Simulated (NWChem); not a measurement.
System: C2H4ClF; SMILES C[C@@H](F)Cl

Parts of the log:

```
             Northwest Computational Chemistry Package (NWChem) 7.3.0
             --------------------------------------------------------

 C1  symmetry detected

                             Geometry "geometry" -> ""
                             -------------------------

 Output coordinates in angstroms (scale by  1.889725989 to convert to a.u.)

  No.       Tag          Charge          X              Y              Z
 ---- ---------------- ---------- -------------- -------------- --------------
    1 C                    6.0000    -1.17767802    -1.11153440    -0.13326350
    2 C                    6.0000     0.05092857    -0.41773589     0.38251073
    3 F                    9.0000     1.16276982    -0.99065516    -0.13696349
    4 Cl                  17.0000     0.03567195     1.31790794    -0.05603501
    5 H                    1.0000    -1.21410360    -1.03630512    -1.22903608
    6 H                    1.0000    -1.14218822    -2.17362313     0.15185762
    7 H                    1.0000    -2.08437972    -0.65707146     0.28688375
    8 H                    1.0000     0.12981676    -0.44591715     1.48007791

 Effective nuclear repulsion energy (a.u.)     166.3588109906

                                 NWChem DFT Module
                                 -----------------

 Summary of "ao basis" -> "ao basis" (spherical)
 ------------------------------------------------------------------------------
       Tag                 Description            Shells   Functions and Types
 ---------------- ------------------------------  ------  ---------------------
 C                           6-31g*                  6       14   3s2p1d
 F                           6-31g*                  6       14   3s2p1d
 Cl                          6-31g*                  8       18   4s3p1d
 H                           6-31g*                  2        2   2s

            General Information
            -------------------
          SCF calculation type: DFT
          Wavefunction type:  closed shell.
          No. of atoms     :     8
          No. of electrons :    42
           Alpha electrons :    21
            Beta electrons :    21
          Charge           :     0
          Spin multiplicity:     1
          Use of symmetry is: off; symmetry adaption is: off
          Maximum number of iterations: 150
          AO basis - number of functions:    68
                     number of shells:    34
          Convergence on energy requested:  1.00D-06
          Convergence on density requested:  1.00D-05
          Convergence on gradient requested:  5.00D-04

              XC Information
              --------------
                  TPSS metaGGA Exchange Functional  1.000
             TPSS03 metaGGA Correlation Functional  1.000

             Grid Information
             ----------------
          Grid used for XC integration:  medium
          Radial quadrature: Mura-Knowles
          Angular quadrature: Lebedev.
          Tag              B.-S. Rad. Rad. Pts. Rad. Cut. Ang. Pts.
          ---              ---------- --------- --------- ---------
          C                   0.70       49           8.0       434
          F                   0.50       49           9.0       434
          Cl                  1.00       88          10.0       590
          H                   0.35       45          10.0       434
          Grid pruning is: on
          Number of quadrature shells:   415
          Spatial weights used:  Erf1

      Superposition of Atomic Density Guess
      -------------------------------------

 Sum of atomic energies:        -636.13635319

      Non-variational initial energy
      ------------------------------

 Total energy =    -637.750789
 1-e energy   =   -1208.241919
 2-e energy   =     404.132319
 HOMO         =      -0.357380
 LUMO         =       0.099820

     ---------------------------------------------
      Total Density - Mulliken Population Analysis
     ---------------------------------------------

    Atom       Charge   Shell Charges
 -----------   ------   -------------------------------------------------------
    1 C    6     6.71   2.00  0.72  2.07  0.67  1.22  0.03
    2 C    6     5.41   2.00  0.66  1.44  0.55  0.69  0.07
    3 F    9     9.48   2.00  0.95  3.41  1.00  2.11  0.01
    4 Cl  17    17.27   2.00  2.00  5.98  1.39  3.68  0.54  1.67  0.01
    5 H    1     0.77   0.46  0.31
    6 H    1     0.76   0.46  0.30
    7 H    1     0.77   0.46  0.31
    8 H    1     0.83   0.49  0.34

   convergence    iter        energy       DeltaE   RMS-Dens  Diis-err
 ---------------- ----- ----------------- --------- --------- ---------
 d= 0,ls=0.0,diis     1   -638.5775343836 -8.05D+02  2.14D-02  8.09D-01
 d= 0,ls=0.0,diis     2   -638.4167025983  1.61D-01  1.36D-02  2.52D+00
 d= 0,ls=0.0,diis     3   -638.6754875925 -2.59D-01  1.41D-03  1.57D-02
 d= 0,ls=0.0,diis     4   -638.6761446694 -6.57D-04  9.46D-04  6.94D-03
 d= 0,ls=0.0,diis     5   -638.6767488921 -6.04D-04  2.90D-04  3.53D-04
  Resetting Diis
 d= 0,ls=0.0,diis     6   -638.6767928049 -4.39D-05  6.24D-05  1.40D-05
 d= 0,ls=0.0,diis     7   -638.6767947900 -1.99D-06  2.24D-05  8.13D-07
 d= 0,ls=0.0,diis     8   -638.6767946930  9.71D-08  1.43D-05  1.51D-06
 d= 0,ls=0.0,diis     9   -638.6767948954 -2.02D-07  2.01D-06  1.66D-08

         Total DFT energy =     -638.676794895367
      One electron energy =    -1210.584434116422
           Coulomb energy =      456.695772130697
    Exchange-Corr. energy =      -51.146943900276
 Nuclear repulsion energy =      166.358810990633

 Numeric. integr. density =       41.999998369186

                       DFT Final Molecular Orbital Analysis
                       ------------------------------------

[...]
```

Level: TPSS/6-31G* (spherical d). Geometry: optimised at PBE0/def2-SVP.

### Question
Reconstruct the input file.

### Answer
This is not unique; one that fits is the input that was run:
```
start job
memory heap 200 mb stack 900 mb global 1100 mb
geometry units angstroms noautoz
  C     -1.169159    -1.122788    -0.132993
  C      0.056118    -0.422179     0.381494
  F      1.170023    -0.980386    -0.149450
  Cl     0.022386     1.316947    -0.041965
  H     -1.212817    -1.038506    -1.227842
  H     -1.122265    -2.186911     0.142741
  H     -2.077448    -0.680292     0.296398
  H      0.141817    -0.459042     1.478293
end
basis spherical
  C library 6-31g*
  F library 6-31g*
  Cl library 6-31g*
  H library 6-31g*
end
dft
  xc xtpss03 ctpss03
  iterations 150
  mulliken
end
task dft energy
```
